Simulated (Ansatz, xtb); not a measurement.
# Relative energy of two isomers of F2GeH5N2+

Structure a is `N[NH2+][GeH]([F])[F]`, a singlet and structure b is `[NH3+][NH][GeH]([F])[F]`, a singlet. Both are isolated ions in the gas phase, relaxed with PBE-D3(BJ)/def2-SVP; the shapes shown needn't be the lowest conformers.

a (Å):

```
atom    x (Å)    y (Å)    z (Å)
   F  -0.7121  -1.8698   1.2863
   F   0.4038  -0.3834  -0.8350
  Ge   0.0975  -0.4135   0.8612
   N  -0.9927   2.0189   0.1169
   N  -1.4639   0.8531   0.8120
   H  -0.7935   1.7447  -0.8571
   H  -1.7269   2.7422   0.1122
   H  -1.7075   1.1234   1.7840
   H  -2.3106   0.3810   0.4185
   H   1.2014   0.0934   1.7873
```

b (Å):

| atom | x (Å) | y (Å) | z (Å) |
| --- | --- | --- | --- |
| F | 0.4036 | -0.0820 | 1.7827 |
| F | -1.0709 | -1.8730 | 0.2316 |
| Ge | 0.0191 | -0.5360 | 0.1202 |
| N | -1.3959 | 1.6886 | 1.0182 |
| N | -0.9559 | 1.0422 | -0.1687 |
| H | -2.3790 | 1.4802 | 1.3036 |
| H | -0.7640 | 1.3337 | 1.7862 |
| H | -1.2847 | 2.7229 | 0.9625 |
| H | -1.6124 | 1.1741 | -0.9467 |
| H | 1.2154 | -0.7693 | -0.7961 |

Energies in hartree; the thermal terms are from PBE-D3(BJ)/def2-SVP harmonic frequencies (ideal gas, rigid rotor, one conformer each, 298.15 K, 1 atm) and include the zero-point energy:

```
                               a            b
E, CCSD(T)/def2-SVP  −2386.324974  −2386.330553
    E, MP2/def2-SVP  −2386.281756  −2386.287840
  E, MP2/def2-TZVPP  −2387.172162  −2387.175697
  zero-point energy      0.067723      0.068155
       H(298 K) − E      0.075879      0.076060
       G(298 K) − E      0.035735      0.036804
```

Problem. Correct the CCSD(T) difference for the basis set by the MP2 change, then work out ΔE, ΔE₀, ΔH and ΔG for a → b in kJ/mol (1 Eh = 2625.50 kJ/mol) and the equilibrium ratio [b]/[a].

Solution. 1. Differences b − a: CCSD(T) −0.005579, MP2 in the small set −0.006084, MP2 in the large set −0.003535 Eh.
2. ΔE = −0.005579 + (−0.003535 − (−0.006084)) = −0.003030 Eh = −7.96 kJ/mol.
3. ΔE₀ = ΔE + ΔZPE = −0.003030 + (+0.000432) Eh = −6.82 kJ/mol.
4. ΔH = ΔE + (+0.000181) Eh = −7.48 kJ/mol.
5. ΔG = ΔE + (+0.001069) Eh = −5.15 kJ/mol, so ΔS = (ΔH − ΔG)/T = −7.8 J/(mol K).
6. kT = 0.9442 mEh, so K = [b]/[a] = exp(−ΔG/kT) = exp(+2.08) ≈ 8.

Structure b is favoured at this temperature. An error of 4 kJ/mol in ΔG would change K by a factor of 5. Mirror images and further conformers aren't counted.

As drawn, both hold the same kinds of bond in the same numbers.

Other levels gave ΔE = −18.4 (PBE-D3(BJ)/def2-SVP); −18.8 (HF/def2-SVP); −16.0 (MP2/def2-SVP); −14.6 (CCSD(T)/def2-SVP) kJ/mol. The correlated steps freeze 13 core orbitals; the filled d shell of Ge is correlated, in a basis made for valence electrons. Programs: Ansatz 0.2.0.
